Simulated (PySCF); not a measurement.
From a computed spectrum to the compound

A species of 5 atoms with charge 1 has these harmonic modes (PBE0, small Gaussian bases with core potentials, PySCF 2.14.0):

```tsv
cm⁻¹	km/mol	symmetry
67	0.5	a
128	0.3	a
211	63.0	b
320	7.5	a
344	13.6	b
390	94.8	b
400	6.2	a
2658	0.1	a
2658	29.8	b
```

Q: Which species is it, and in which structure?

A: [Gd(SH)2]+ (singlet in the valence; each metal's 4f electrons, 7 of them, lie in its core potential, out of spins and levels):
```xyz
5

Gd    0.0000    0.0000   -0.4730
S     1.8888   -0.0843    1.1610
H     2.8659   -0.2291    0.2266
S    -1.8888    0.0843    1.1610
H    -2.8659    0.2291    0.2266
```
Ideal gas at 298.15 K and 1 bar: S = 361.2 J/(mol K), Cp = 83.1 J/(mol K), H − H(0 K) = 18.9 kJ/mol (rigid rotor, harmonic modes, spin degeneracy alone, that of the 4f electrons in the core included). An lcecp potential fixes the number of 4f electrons, so in runs with it no electron can move into or out of that shell.
 The answer isn't unique; the calculation gave this one.
